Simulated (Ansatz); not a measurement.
Species: H$_{6}$B$_{2}$N$_{2}$, SMILES `BNBN` (B–N–B–N torsion 180°) (charge 0, multiplicity 1), formula H6B2N2.

### Question
How many basis functions does frozen-core CCSD(T)/cc-pVTZ // r2SCAN-D4/def2-TZVP run with Ansatz (a first-principles code) use, how many core orbitals are frozen, and how many electrons are correlated?

### Answer
204 basis functions and 4 frozen orbitals, which leaves 22 correlated electrons. Core time is of the order of minutes.
